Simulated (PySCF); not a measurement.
Cl$_{2}$, charge +1, doublet, at a GFN2-xTB geometry (a state made from the parent by changing its charge; the spin is typed, not shown lowest). Base run: MP2/6-31G in PySCF.

PySCF was given this input:
```python
from pyscf import gto, scf, mp

mol = gto.Mole()
mol.atom = '''
    Cl   -0.000000   -0.000000   -0.980432
    Cl    0.000000    0.000000    0.980432
'''
mol.basis = '6-31g'
mol.charge = 1
mol.spin = 1
mol.verbose = 4
mol.build()

mf = scf.UHF(mol)
mf.kernel()

pt = mp.MP2(mf, frozen=10)
pt.kernel()
print('E(MP2) = %.10f' % pt.e_tot)
```

The base run was repeated with changes; each row names its change, and settings that it needs were set with it.

```
change                 basis functions      E (Eh)  MP2 correlation (Eh)  SCF-reference HOMO (eV)
---------------------  ---------------  ----------  --------------------  -----------------------
base                                26  -918.53187              -0.10396                   -20.67
basis = pcseg-0                     26  -917.46298              -0.11540                   -20.99
basis = def2-SV(P)                  36  -918.51490              -0.26975                   -20.41
basis = pcseg-1                     36  -918.73399              -0.26248                   -20.29
basis = 6-31G*                      36  -918.75210              -0.25784                   -20.35
basis = pc-1                        36  -918.77870              -0.27074                   -20.38
basis = aug-cc-pVDZ                ___         ___                   ___                   -20.20
basis = cc-pVTZ                     68  -918.95708              -0.36318                   -20.18
basis = pc-2                        68         ___                   ___                   -20.20
basis = 6-311+G(2d,p)              ___         ___                   ___                      ___
basis = def2-TZVPP                  84  -918.94305              -0.36395                   -20.17
basis = cc-pVQZ                    ___         ___                   ___                   -20.16
basis = def2-QZVP                  140  -919.00543              -0.39901                   -20.16
```

### Question
What belongs in the gaps?

### Answer

- basis = aug-cc-pVDZ, basis functions: 54
- basis = aug-cc-pVDZ, E (Eh): -918.83990
- basis = aug-cc-pVDZ, MP2 correlation (Eh): -0.28342
- basis = pc-2, E (Eh): -918.92712
- basis = pc-2, MP2 correlation (Eh): -0.34666
- basis = 6-311+G(2d,p), basis functions: 70
- basis = 6-311+G(2d,p), E (Eh): -918.87114
- basis = 6-311+G(2d,p), MP2 correlation (Eh): -0.30174
- basis = 6-311+G(2d,p), SCF-reference HOMO (eV): -20.14
- basis = cc-pVQZ, basis functions: 118
- basis = cc-pVQZ, E (Eh): -919.00065
- basis = cc-pVQZ, MP2 correlation (Eh): -0.39695

Totals compare only among sets that treat the same electrons; sets with core potentials leave the core out.

Open shells are given as the SCF converged; they aren't shown to be the lowest states, and a large step between rows can be another state.
